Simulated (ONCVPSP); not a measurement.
# F, ONCV: configuration errors across variants

ONCVPSP 4.0.1 input, shortened (lines: element, Z, core and valence counts, functional; n l f; lmax; l rc ep ncon nbas qcut; lloc lpopt rc5 dvloc0; l nproj debl; icmod fcfact rcfact), PBEsol, scalar-relativistic:

```
  F 9.00    1    2  -116133      upf
    1    0    2.00
    2    0    2.00
    2    1    5.00
    2
    0    0.55    0.00    4    7   12.70
    1    1.25    0.00    4    8   14.00
    2    1.25    0.35    4    7    7.00
    4    4    0.55    0.00
    0    2    0.80
    1    2    1.00
    2    3    1.30
    1    0.50    0.00
```

In the s channel the program set the typed energies aside and used -1.092, 0.250 Ha.

All-electron excitation energies from the reference (eV): (1) 2s2 2p4 19.317; (2) 2s2 2p3 57.595; (3) 2s2 2p2 118.084; (4) 2s1 2p5 38.305.

3 further variants failed, have other tests or another functional or relativity, and are left out.

A true bound ghost makes a file unfit for plane-wave use even where its test errors are small: the radial tests pick states by their node count and pass the ghost by.

Errors AE − PS in meV (a dash: test not solved or not reliable):

| change | (1) | (2) | (3) | (4) | bound ghosts | GHOST(+) flags above zero |
| --- | --- | --- | --- | --- | --- | --- |
| base | +7.6 | +71 | +288 | -3.6 | s, d | none |
| local potential polynomial inside 0.55 bohr (lpopt 4, dvloc0 -0.5 Ha) | +7.6 | +71 | +288 | -3.6 | s, d | none |
| s: nproj 1 | +8.9 | +80 | +327 | -3.2 | d | none |
| d: debl 0.45 | +7.6 | +71 | +288 | -3.6 | s, d | none |

Task: Give the same row for: core correction polynomial model core, fcfact 0.68.

Result: +7.6, +70, +288, -3.7; bound ghosts: s, d; GHOST(+) flags above zero: none.
